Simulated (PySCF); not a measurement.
F2HSbTe, SMILES [F][Sb]([F])[TeH].

Geometry optimised at B3LYP-D3(BJ)/def2-SVP. The def2 effective core potentials stand for the cores of Sb, Te; spin–orbit coupling is left out.

Computed with TDDFT-LC-ωPBE/def2-SVPD (PySCF).

Vertical excitations.  State labels are in the subgroup Cs.

Computed excitation energies, oscillator strengths and character:
| state | symmetry | energy (eV) | λ (nm) | f | main pairs |
|---|---|---|---|---|---|
| S1 | A" | 3.83 | 324 | 0.001 | HOMO→LUMO 88 % |
| S2 | A' | 4.84 | 256 | 0.013 | HOMO→LUMO+1 71 %, HOMO−1→LUMO 26 % |
| S3 | A" | 4.90 | 253 | 0.007 | HOMO−1→LUMO+1 92 % |
| S4 | A" | 5.21 | 238 | 0.016 | HOMO→LUMO+3 76 % |
| S5 | A" | 5.52 | 225 | 0.002 | HOMO→LUMO+2 87 % |
| S6 | A' | 5.60 | 222 | 0.118 | HOMO−1→LUMO+2 61 %, HOMO−1→LUMO 21 % |
| S7 | A' | 6.16 | 201 | 0.625 | HOMO−1→LUMO 36 %, HOMO−1→LUMO+2 32 %, HOMO→LUMO+1 16 %, HOMO−1→LUMO+3 10 % |
| S8 | A' | 6.63 | 187 | 0.440 | HOMO−1→LUMO+3 67 %, HOMO−1→LUMO 12 % |
| S9 | A" | 7.30 | 170 | 0.183 | HOMO→LUMO+4 44 %, HOMO→LUMO+7 16 %, HOMO→LUMO+5 13 %, HOMO→LUMO+8 11 % |
| S10 | A" | 7.58 | 164 | 0.017 | HOMO→LUMO+5 47 %, HOMO→LUMO+4 37 % |
| T1 | A" | 3.40 | 365 | 0 | HOMO→LUMO 85 % |
| T2 | A' | 3.72 | 334 | 0 | HOMO−1→LUMO 93 % |
| T3 | A" | 4.14 | 300 | 0 | HOMO−1→LUMO+1 92 % |
| T4 | A' | 4.53 | 274 | 0 | HOMO→LUMO+1 94 % |
Triplets are in the Tamm–Dancoff approximation, which puts them higher than full response would, so one can lie above its singlet here.
